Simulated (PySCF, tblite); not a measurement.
Species: C₃H₃FN₂OS.
Structure used (GFN2-xTB), in Å, numbered top down from 1:
```xyz
11
C3H3FN2OS angstrom
C     -1.8403   -0.4210   -0.0833
O     -0.8539    0.5297   -0.4519
C      0.3888    0.2353   -0.0691
N      0.7216   -0.8696    0.6162
N      1.9478   -0.9832    0.8945
S      2.8805    0.2602    0.3517
C      1.5035    1.0247   -0.3226
F      1.5467    2.1813   -0.9709
H     -1.6221   -1.3957   -0.5252
H     -2.7800   -0.0321   -0.4680
H     -1.8872   -0.5269    1.0026
```

Level of theory: wB97X-D/def2-SVPD in PySCF (dipole) on a GFN2-xTB geometry, gas phase.

Take the most abundant isotopes and a rigid rotor. The values belong to one conformer with, in the numbering `[CH3:1][O:2][c:3]1[n:4][n:5][s:6][c:7]1[F:8]`, C1–O2–C3–N4 0°.

Q: What are A, B and C (cm⁻¹)?

A: Ia = 162.77, Ib = 331.21, Ic = 490.80 u·Å²; 505379 MHz·u·Å²/I gives 3105, 1526 and 1030 MHz, that is A = 0.10356, B = 0.05090, C = 0.03435 cm⁻¹.

Q: What kind of rotor is it?

A: An asymmetric top. Ray's parameter κ = (2B − A − C)/(A − C) = -0.522; −1 is the prolate and +1 the oblate limit.

Q: Is it planar, by Δ = Ic − Ia − Ib?

A: Not planar: Δ = Ic − Ia − Ib = -3.18 u·Å². For a rigid frame Δ = −2 Σ m c², so Σ m c² = 1.59 u·Å² lies off the ab plane, practically all of it from hydrogen. The atom farthest from that plane is 0.89 Å away.

Q: Give the other two planar moments, Paa and Pbb, and the rms extents of the mass along the axes.

A: Paa = Σ m a² = (Ib + Ic − Ia)/2 = 329.62 and Pbb = Σ m b² = (Ia + Ic − Ib)/2 = 161.18 u·Å². With the mass M = 134.00 u, the rms extents √(P/M) along a, b and c are 1.57, 1.10, 0.11 Å.

Q: List the rotational levels J(Ka,Kc) to J = 3 (MHz).

A: Above 0(0,0):
J = 1: 1(0,1) 2556, 1(1,1) 4134, 1(1,0) 4631
J = 2: 2(0,2) 7567, 2(1,2) 8749, 2(1,1) 10238, 2(2,1) 14975, 2(2,0) 15074
J = 3: 3(0,3) 14859, 3(1,3) 15615, 3(1,2) 18579, 3(2,2) 22641, 3(2,1) 23116, 3(3,1) 31833, 3(3,0) 31846
The levels of one J sum to (2J + 1)J(J + 1)(A + B + C)/3.

Q: Which types of transition are allowed, and where do some lines up to J = 3 fall?

A: The dipole components are |μa| = 0.73 D, |μb| = 0.75 D, |μc| = 0.00 D; the mirror of this Cs structure is the ab plane, so μc vanishes by symmetry and there are no c-type lines. Intensities carry the squares of the components, which stand as 0.94 : 1.00 (a : b). Some lines, for components of 0.1 D or more:

```json
{"type": "a", "branch": "Q", "J(Ka,Kc)": "1(1,0) ← 1(1,1)", "MHz": "496", "lower level (cm⁻¹)": "0.138"}
{"type": "b", "branch": "R", "J(Ka,Kc)": "2(0,2) ← 1(1,1)", "MHz": "3432", "lower level (cm⁻¹)": "0.138"}
{"type": "b", "branch": "Q", "J(Ka,Kc)": "3(1,2) ← 3(0,3)", "MHz": "3720", "lower level (cm⁻¹)": "0.496"}
{"type": "b", "branch": "R", "J(Ka,Kc)": "1(1,1) ← 0(0,0)", "MHz": "4134", "lower level (cm⁻¹)": "0.000"}
{"type": "b", "branch": "Q", "J(Ka,Kc)": "3(2,1) ← 3(1,2)", "MHz": "4537", "lower level (cm⁻¹)": "0.620"}
{"type": "b", "branch": "Q", "J(Ka,Kc)": "2(2,0) ← 2(1,1)", "MHz": "4836", "lower level (cm⁻¹)": "0.341"}
{"type": "a", "branch": "R", "J(Ka,Kc)": "2(1,1) ← 1(1,0)", "MHz": "5607", "lower level (cm⁻¹)": "0.154"}
{"type": "b", "branch": "R", "J(Ka,Kc)": "3(0,3) ← 2(1,2)", "MHz": "6109", "lower level (cm⁻¹)": "0.292"}
{"type": "b", "branch": "R", "J(Ka,Kc)": "2(1,2) ← 1(0,1)", "MHz": "6194", "lower level (cm⁻¹)": "0.085"}
{"type": "b", "branch": "Q", "J(Ka,Kc)": "2(2,1) ← 2(1,2)", "MHz": "6225", "lower level (cm⁻¹)": "0.292"}
{"type": "b", "branch": "Q", "J(Ka,Kc)": "3(2,2) ← 3(1,3)", "MHz": "7027", "lower level (cm⁻¹)": "0.521"}
{"type": "a", "branch": "R", "J(Ka,Kc)": "3(0,3) ← 2(0,2)", "MHz": "7292", "lower level (cm⁻¹)": "0.252"}
{"type": "a", "branch": "R", "J(Ka,Kc)": "3(2,1) ← 2(2,0)", "MHz": "8041", "lower level (cm⁻¹)": "0.503"}
{"type": "b", "branch": "R", "J(Ka,Kc)": "3(1,3) ← 2(0,2)", "MHz": "8048", "lower level (cm⁻¹)": "0.252"}
{"type": "a", "branch": "R", "J(Ka,Kc)": "3(1,2) ← 2(1,1)", "MHz": "8341", "lower level (cm⁻¹)": "0.341"}
{"type": "b", "branch": "Q", "J(Ka,Kc)": "3(3,0) ← 3(2,1)", "MHz": "8731", "lower level (cm⁻¹)": "0.771"}
{"type": "b", "branch": "Q", "J(Ka,Kc)": "3(3,1) ← 3(2,2)", "MHz": "9192", "lower level (cm⁻¹)": "0.755"}
{"type": "b", "branch": "R", "J(Ka,Kc)": "2(2,1) ← 1(1,0)", "MHz": "10344", "lower level (cm⁻¹)": "0.154"}
{"type": "b", "branch": "R", "J(Ka,Kc)": "2(2,0) ← 1(1,1)", "MHz": "10940", "lower level (cm⁻¹)": "0.138"}
{"type": "b", "branch": "R", "J(Ka,Kc)": "3(2,2) ← 2(1,1)", "MHz": "12403", "lower level (cm⁻¹)": "0.341"}
{"type": "b", "branch": "R", "J(Ka,Kc)": "3(3,0) ← 2(2,1)", "MHz": "16872", "lower level (cm⁻¹)": "0.500"}
```

Q: Estimate the classical rotational partition function at 25 K, 298.15 K and 500 K.

A: Point group Cs, symmetry number σ = 1; q = (√π/σ)·√((kT/h)³/(ABC)), k/h = 20836.6 MHz/K: 9540 at 25 K, 393000 at 298.15 K, 853000 at 500 K.

Its GFN2-xTB frequencies are all real (lowest 99 cm⁻¹). Constants of a rigid frame at the computed geometry: no zero-point averaging, no centrifugal distortion. A rigid rotor knows nothing of internal rotation, which can split or shift real lines. Quadrupole hyperfine structure (14N) is left out.
